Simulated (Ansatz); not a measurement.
`[SiH3][SiH]1BO1` + H₂O → `O[SiH]1BO1` + SiH₄  (formal hydrolysis of the Si–Si bond)

Program: Ansatz. Geometries: PBE0-D4/def2-TZVP. ΔE: electronic, gas phase. CCSD(T)/CBS adds triple-zeta CCSD(T) − MP2 to the extrapolated MP2 energy (def2 sets, frozen cores). This one scheme is used for every species. Functionals use def2-TZVPP. HSE06 is defined as in plane-wave codes. Each species was taken in one conformer, which may not be the lowest.

| level | ΔE (eV) |
| --- | --- |
| HSE06-D4 | -0.84 |
| CAM-B3LYP-D4 | -1.10 |

(1) What does CCSD(T)/CBS give? (Estimate.)

(2) What do rigid-rotor, harmonic-oscillator terms from PBE0-D4/def2-TZVP frequencies (298.15 K, 1 bar) make of the CCSD(T)/CBS value? (An estimate is asked.)

Largest T1 diagnostic among the species: 0.017.

Results:

(1) Ansatz gave: -0.97 eV. The listed levels differ from it by 0.13, -0.13 eV.

(2) The calculation gave: ΔZPE = -0.02 eV, ΔH = -1.03 eV, ΔS = -21 J/(mol·K), ΔG = -0.97 eV.

From PBE to PBE0 (25 % exact exchange), in def2-TZVPP and without D4, ΔE moves by −0.07 eV. In def2-TZVPP, CCSD(T) changes the Hartree–Fock value by +0.26 eV (the triples alone add +0.04 eV) and MP2 by +0.20 eV. The D4 term adds +0.05 eV with B3LYP and +0.03 eV with PBE0; it sums over pairs of atoms, weighted by their polarisabilities, and B3LYP, whose exchange is more repulsive, gets the larger term.

B3LYP here is the variant with VWN-RPA as its local correlation; programs differ in this.
